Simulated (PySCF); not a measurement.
**A small calculation by hand: chemical shift, span and skew from a shielding tensor**

C2H6BFO2, SMILES CCOB(O)F. Atoms are numbered in the order given.

```xyz
12

B     -0.2067     0.9155     0.1122
F     -0.2411     2.1562    -0.3817
O     -1.1839     0.4937     0.9561
H     -1.8342     1.1800     1.1326
O      0.8163     0.1222    -0.2508
C      0.9004    -1.2144     0.2043
C      0.0740    -2.1458    -0.6545
H      1.9648    -1.4932     0.1618
H      0.5794    -1.2770     1.2577
H      0.3765    -2.0709    -1.7098
H      0.2062    -3.1891    -0.3300
H     -0.9954    -1.8981    -0.5786
```
Charge 0, spin multiplicity 1.

Geometry: PBE0-D3(BJ)/def2-SVP. The values are those of a single conformer.

GIAO shieldings from PySCF with PBE0/pcSseg-1, non-relativistic, no solvent. The symmetric part of the tensor of C6 has the principal values 92.4, 109.6, 166.6 ppm. The same nucleus in TMS has σ = 186.3 ppm at this level (PySCF, at its B3LYP-D3(BJ)/def2-TZVP geometry).

### Question
Work out the isotropic shielding, the ¹³C shift against TMS, the span and the skew.

### Answer

σ(iso) = (σ11 + σ22 + σ33)/3 = 122.9 ppm. δ = σ(ref) − σ(iso) = 186.3 − (122.9) = 63.4 ppm.
Span Ω = σ33 − σ11 = 74.2 ppm. Skew κ = 3(σ(iso) − σ22)/Ω = 0.54. Tumbling in solution averages the tensor to δ; in a static solid the shielding alone would spread this spin-1/2 line over Ω.
